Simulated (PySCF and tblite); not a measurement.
The numbers below are computed, except where a source is named.
Molecule: C₆H₁₁N, numbered as in [CH:1]1=[CH:2][CH2:3][CH2:4][NH:5][CH2:6][CH2:7]1; H named by carrier, a and b as here (out-of-plane angle -24°, Å):

```
C1      -0.519   -1.567   -0.043
C2       0.799   -1.444   -0.085
C3       1.536   -0.192   -0.466
C4       1.156    1.012    0.420
N5      -0.142    1.572    0.160
C6      -1.296    0.783    0.496
C7      -1.498   -0.477   -0.371
H1      -0.948   -2.516    0.251
H2       1.415   -2.294    0.175
H3a      1.309    0.064   -1.507
H3b      2.611   -0.362   -0.391
H4a      1.179    0.704    1.470
H4b      1.894    1.808    0.279
H5      -0.215    2.063   -0.719
H6a     -2.175    1.427    0.402
H6b     -1.198    0.483    1.544
H7a     -1.388   -0.191   -1.423
H7b     -2.516   -0.844   -0.230
```

The mean out-of-plane torsion at N5 (0° is planar) is held and the rest relaxed at GFN2-xTB. Energies: PBE0/pcSseg-1 + D3(BJ). Couplings: B3LYP/6-31G* with H pcJ-1 N pcJ-1, gas phase, for ¹H, ¹⁵N. (tblite 0.8, PySCF 2.14.)

One held structure gave ¹J(N5,H5) = -103.7, ³J(H4a,H5) = 5.1, ³J(H5,H6b) = 5.1, ³J(H5,H6a) = 8.0, ³J(H4b,H5) = 8.0, ³J(N5,H7b) = -5.8, ³J(N5,H3b) = -5.8, ²J(N5,H6a) = 0.7 Hz.

Problem. At which out-of-plane angle was it held?
A. 24°
B. -24°
C. 40°
D. 0°
E. -39°

Solution. D. It lies 3.62 kcal/mol above the lowest point.
